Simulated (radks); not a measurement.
Isoelectronic series with 24 electrons, each ion in its NIST ground configuration. Calculated with a radial shooting solver on a logarithmic mesh with Libxc functionals: Dirac Kohn-Sham, PBE, spin-unpolarised, spherical densities, finite nucleus; open shells fill j = l - 1/2 first; Fermi nuclear charge, rms radius of each element as measured or else 0.836 A^(1/3) + 0.57 fm. Total energies (hartree) and orbital eigenvalues (hartree):

Cr: configuration [Ar] 3d5 4s1; E (hartree) -1050.54610; 3d5/2 -0.10495; 3d3/2 -0.10778; 3p3/2 -1.65587
Fe2+: configuration [Ar] 3d6; E (hartree) -1271.56441; 3d5/2 -0.94159; 3d3/2 -0.94738; 3p3/2 -2.86478
Ni4+: configuration [Ar] 3d6; E (hartree) -1516.11836; 3d5/2 -2.51013; 3d3/2 -2.52108; 3p3/2 -4.85437
Zn6+: configuration [Ar] 3d6; E (hartree) -1784.04451; 3d5/2 -4.60681; 3d3/2 -4.62526; 3p3/2 -7.37448
Ge8+: configuration [Ar] 3d6; E (hartree) -2075.41002; 3d5/2 -7.18972; 3d3/2 -7.21863; 3p3/2 -10.38129
Se10+: configuration [Ar] 3d6; E (hartree) -2390.34144; 3d5/2 -10.24186; 3d3/2 -10.28482; 3p3/2 -13.85874
Kr12+: configuration [Ar] 3d6; E (hartree) -2728.99822; 3d5/2 -13.75454; 3d3/2 -13.81590; 3p3/2 -17.79949
Sr14+: configuration [Ar] 3d6; E (hartree) -3091.56532; 3d5/2 -17.72269; 3d3/2 -17.80757; 3p3/2 -22.19986
Zr16+: configuration [Ar] 3d6; E (hartree) -3478.24935; 3d5/2 -22.14308; 3d3/2 -22.25746; 3p3/2 -27.05800
Mo18+: configuration [Ar] 3d6; E (hartree) -3889.27573; 3d5/2 -27.01355; 3d3/2 -27.16435; 3p3/2 -32.37312
Ru20+: configuration [Ar] 3d6; E (hartree) -4324.89570; 3d5/2 -32.33262; 3d3/2 -32.52773; 3p3/2 -38.14510
Pd22+: configuration [Ar] 3d6; E (hartree) -4785.37762; 3d5/2 -38.09923; 3d3/2 -38.34762; 3p3/2 -44.37429
Cd24+: configuration [Ar] 3d6; E (hartree) -5271.00999; 3d5/2 -44.31266; 3d3/2 -44.62443; 3p3/2 -51.06138
Sn26+: configuration [Ar] 3d6; E (hartree) -5782.10835; 3d5/2 -50.97239; 3d3/2 -51.35883; 3p3/2 -58.20733
Te28+: configuration [Ar] 3d6; E (hartree) -6319.00385; 3d5/2 -58.07810; 3d3/2 -58.55179; 3p3/2 -65.81331
Xe30+: configuration [Ar] 3d6; E (hartree) -6882.06437; 3d5/2 -65.62956; 3d3/2 -66.20442; 3p3/2 -73.88069
